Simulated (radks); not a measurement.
Effect of the nuclear size on the strontium ion Sr3+, [Ar] 3d10 4s2 4p5. All-electron calculation, Dirac Kohn-Sham, PBE, spin-unpolarised, spherical densities, finite nucleus; open shells are shared between the two j in proportion to 2j + 1; Fermi nuclear charge, rms radius 4.224 fm. Program: a radial shooting solver on a logarithmic mesh with Libxc functionals. The rms radius is varied about that value; shifts are against it.

rms radius (fm)	total energy shift (eV)	density at nucleus (e/bohr^3)	1s1/2 shift (meV)	2s1/2 shift (meV)	3p1/2 shift (meV)	4s1/2 shift (meV)	5s1/2 (empty) shift (meV)
3.4257	-0.285	6.213e+04	-121	-12.5	0.191	-0.285	-0.058
3.8312	-0.147	6.151e+04	-62.3	-6.44	0.099	-0.147	-0.030
4.224	0	6.098e+04	0.000	0.000	0.000	0.000	0.000
4.4099	0.0742	6.075e+04	31.4	3.25	-0.050	0.074	0.015
5.0604	0.357	6.001e+04	151	15.6	-0.239	0.356	0.073

Slopes of the eigenvalues against <r^2> in GHz/fm^2, as finite differences over the two radii next to the reference (eigenvalue slopes, not the field-shift constants of lines): 1s1/2 4750, 2s1/2 491, 3p1/2 -7.53, 4s1/2 11.2, 5s1/2 (empty) 2.29.
